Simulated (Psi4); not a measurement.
Dimer: AsH3 (SMILES [AsH3]) (first 4 atoms) with HBr (SMILES Br); geometry from B3LYP-D3(BJ)/def2-TZVP.
(charge 0, multiplicity 1):
```xyz
6

As    -0.246    -0.200     0.144
H     -0.931     0.733    -0.842
H     -0.416    -1.419    -0.748
H      1.145     0.109    -0.387
Br    -1.118    -0.240     4.080
H     -0.807    -0.225     2.675
```

Computed with SAPT0/aug-cc-pVDZ (Psi4 1.11).

### Question
Which attractive term is largest, and how does the interaction split up?

### Answer
electrostatics -21.3, exchange 34.9, induction -13.3, dispersion -11.8, total -11.6 kJ/mol; the largest attraction is electrostatics.
